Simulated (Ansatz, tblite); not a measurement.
GanFm: gap (eV) at several levels, gas phase, relaxed structures; Ansatz, xTB through tblite. Clusters are the lowest isomers that short searches found in that spin, judged at the geometry's level. The structures are stationary points that may keep the symmetry of their start. Remarks come from the PBE and PBE0 runs and from stability tests at other levels; not every state was tested.

```csv
species,state,geometry,GFN1-xTB,GFN2-xTB,PBE-D4/def2-SVP,PBE-D4/def2-TZVP,r2SCAN-D4/def2-TZVP,PBE0-D4/def2-SVP,remarks
Ga5F,singlet,PBE-D4/def2-SVP,0.56,0.52,1.17,1.15,1.33,2.39,restricted SCF unstable in HF
Ga4F4,singlet,r2SCAN-D4/def2-SVP,6.38,6.63,4.17,4.11,4.56,5.89,–
```

(1) Estimate the rows for Ga2F4 (singlet, r2SCAN-D4/def2-SVP geometry).

(1) 
```json
{"species": "Ga2F4", "state": "singlet", "geometry": "r2SCAN-D4/def2-SVP", "GFN1-xTB": "3.90", "GFN2-xTB": "3.52", "PBE-D4/def2-SVP": "5.18", "PBE-D4/def2-TZVP": "5.21", "r2SCAN-D4/def2-TZVP": "5.78", "PBE0-D4/def2-SVP": "7.42"}
```

Over the 3 species that have every level, the mean is 3.61 at GFN1-xTB, 3.56 at GFN2-xTB, 3.50 at PBE-D4/def2-SVP, 3.49 at PBE-D4/def2-TZVP, 3.89 at r2SCAN-D4/def2-TZVP, 5.23 at PBE0-D4/def2-SVP. Orbital gaps grow with the share of exact exchange and aren't one observable across functionals.
